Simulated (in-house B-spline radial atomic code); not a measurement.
## Functionals against NIST's ionisation energies along a row: K³⁺ to Kr³⁺

Ionisation energies as differences of self-consistent total energies from a B-spline radial code for spherical atoms: all electrons, radial basis limit, scalar-relativistic (one-electron X2C), spin-polarised at highest spin, spherical densities; exact exchange is averaged over the determinants of each configuration. No spin-orbit coupling, Breit or QED terms. NIST's values run from ground level to ground level, so in open shells the differences also hold multiplet and fine-structure energies that spherical high-spin averages miss. Columns give computed minus NIST, in eV; a star marks a semi-empirical value. Species are left out where the tabulated value is theory, is uncertain by more than 0.12 eV, or (13 ions, such as In⁴⁺, Te⁴⁺ and Bi⁴⁺) lies off its series for all methods alike, which flatters the means a little.

| species | shell | NIST (eV) | Hartree-Fock | LDA exchange-only | BLYP | BP86 | LC-wPBE | revTPSS |
| --- | --- | --- | --- | --- | --- | --- | --- | --- |
| K³⁺ | 3p | 60.92 ± 0.02* | -1.66 | -2.10 | -0.21 | -0.04 | 0.00 | -0.44 |
| Ca³⁺ | 3p | 67.27* | -1.52 | -1.87 | -0.22 | +0.05 | +0.09 | -0.07 |
| Sc³⁺ | 3p | 73.49 | -1.00 | -1.76 | -0.15 | +0.10 | +0.14 | +0.16 |
| Ti³⁺ | 3d | 43.27 | -1.07 | -1.10 | +0.26 | +0.32 | +0.38 | -0.14 |
| V³⁺ | 3d | 46.71 ± 0.005 | -1.53 | -1.41 | -0.13 | -0.05 | -0.04 | -0.40 |
| Cr³⁺ | 3d | 49.16 ± 0.05* | -1.06 | -0.89 | +0.31 | +0.42 | +0.39 | +0.14 |
| Fe³⁺ | 3d | 54.91 ± 0.04 | -1.11 | -1.09 | -0.02 | +0.15 | +0.09 | -0.01 |
| Co³⁺ | 3d | 51.27 ± 0.1* | -2.12 | -1.07 | +0.80 | +0.87 | +0.77 | +0.11 |
| Cu³⁺ | 3d | 57.38 ± 0.05* | -2.32 | -1.02 | +0.61 | +0.72 | +0.57 | +0.23 |
| Zn³⁺ | 3d | 59.57 ± 0.02 | -1.58 | -0.34 | +1.23 | +1.34 | +1.18 | +0.93 |
| Ga³⁺ | 3d | 63.24 ± 0.009 | -2.32 | -1.23 | +0.29 | +0.38 | +0.22 | +0.05 |
| Ge³⁺ | 4s | 45.72 | -1.09 | +0.21 | +1.26 | +0.95 | +0.66 | +0.43 |
| Se³⁺ | 4p | 42.95 | -1.13 | -1.37 | -0.39 | -0.24 | -0.18 | -0.53 |
| Br³⁺ | 4p | 47.78 ± 0.01 | -1.57 | -1.89 | -1.02 | -0.75 | -0.73 | -0.77 |
| Kr³⁺ | 4p | 50.85 ± 0.1 | -0.10 | -0.84 | -0.03 | +0.32 | +0.38 | +0.48 |

Problem. How do the methods rank, and which species is hardest?

Solution. Mean absolute (signed) differences: revTPSS 0.33 (+0.01) eV; LC-wPBE 0.39 (+0.26) eV; BP86 0.45 (+0.30) eV; BLYP 0.46 (+0.17) eV; LDA exchange-only 1.21 (-1.19) eV; Hartree-Fock 1.41 (-1.41) eV. For Br³⁺, which loses a 4p electron, the nearest method is off by -0.73 eV, the largest such miss. Hartree-Fock comes too low mainly by the correlation energy of the removed electron.
